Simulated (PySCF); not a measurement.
**Electronic absorption of C4H7FO2S**

Compound: C4H7FO2S.
InChI=1S/C4H7FO2S/c1-3-2-8(6,7)4(3)5/h3-4H,2H2,1H3/t3-,4+/m1/s1

Method: TDDFT B3LYP/def2-SVPD, vertical, gas phase, core orbitals frozen in the response in PySCF 2.14.0, density-fitted response routines. Isolated species at its GFN2-xTB geometry (one conformer only).

List the vertical singlet excitations with oscillator strengths and describe the spectrum.

```
state  E (eV)  λ (nm)       f  main configurations (H = HOMO, L = LUMO)
   S1    6.96   178.1  0.0091                                 H→L (90%)
   S2    7.48   165.7  0.0093                   H→L+1 (78%), H→L+2 (8%)
   S3    7.63   162.4  0.0055                               H-1→L (79%)
   S4    7.78   159.4   0.013                               H→L+2 (80%)
   S5    7.81   158.7  0.0035                               H-2→L (84%)
   S6    8.03   154.4   0.058                  H→L+3 (68%), H-3→L (10%)
   S7    8.08   153.4  0.0019                H-1→L+1 (49%), H-3→L (14%)
   S8    8.15   152.0  0.0074                H-3→L (58%), H-1→L+1 (16%)
```

Triplets, Tamm–Dancoff:

| state | E (eV) | λ (nm) | main configurations (H = HOMO, L = LUMO) |
| --- | --- | --- | --- |
| T1 | 6.64 | 186.8 | H→L (75%), H→L+1 (14%) |
| T2 | 7.10 | 174.6 | H→L+4 (81%) |
| T3 | 7.16 | 173.1 | H→L+1 (44%), H→L+3 (18%), H→L+5 (17%) |

The lowest singlet lies at 6.96 eV (178 nm, vacuum ultraviolet) and is weak; its leading configuration is HOMO→LUMO (90%). The strongest level in the table is S6 at 8.03 eV (154 nm, f = 0.058). Löwdin shares by element: HOMO oxygen 41%, carbon 16% or more, sulfur 13% (atoms not listed hold the other 30%); LUMO carbon 25% or more, sulfur 14%, hydrogen 10% or more (atoms not listed hold the other 51%). Of the 8 states listed, 2 reach f = 0.01 and none stays under 0.0005. The oscillator strengths of these states sum to 0.108; summed over the whole spectrum of an exact calculation they would give the number of electrons, 72 (Thomas–Reiche–Kuhn). Orbital energies (eV): HOMO-3 -9.43, HOMO-2 -9.11, HOMO-1 -8.88, HOMO -8.32, LUMO -0.32, LUMO+1 0.18, LUMO+2 0.43. No computed singlet lies in the visible range (380 to 750 nm); the lowest, at 178 nm, stands 3.70 eV above its violet end (3.26 eV). Only the lowest 8 singlets were computed, as vertical energies without vibronic structure.

On Arm Neoverse N1, one thread (shared host), this took 86 s (grids of density and orbitals included) and 1.0 GiB of memory at its peak.
